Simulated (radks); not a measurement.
Valence configurations of the silver ion Ag+ (all share [Kr]). All-electron calculation, scalar-relativistic Kohn-Sham, r2SCAN, spin-unpolarised, spherical densities, finite nucleus; meta-GGA in the generalised Kohn-Sham scheme; Fermi nuclear charge, rms radius 4.5454 fm. Program: a radial shooting solver on a logarithmic mesh with Libxc functionals. Energies are relative to 4d10; eigenvalues in eV.

\begin{tabular}{lrrrr}
valence & E (eV) & e(4d) & e(5p) & e(5s) \\ \hline
4d10 & 0.000 & -15.788 & - & - \\
4d8 5s2 & 14.063 & -23.527 & - & -14.423 \\
4d8 5p2 & 26.711 & -26.332 & -9.520 & - \\
4d9 5s1 & 6.035 & -19.596 & - & -12.590 \\
4d9 5p1 & 11.651 & -21.120 & -7.798 & - \\
4d9.5 5p0.5 & 5.419 & -18.474 & -6.855 & - \\
4d9.5 5s0.5 & 2.774 & -17.674 & - & -11.643 \\
4d7 5s1 5p2 & 38.322 & -30.230 & -10.500 & -17.477 \\
\end{tabular}

NIST lists [Kr] 4d10 as the ground configuration; this level of theory agrees among the configurations tried. The energies are those of spherical spin-averaged densities, not of single terms.
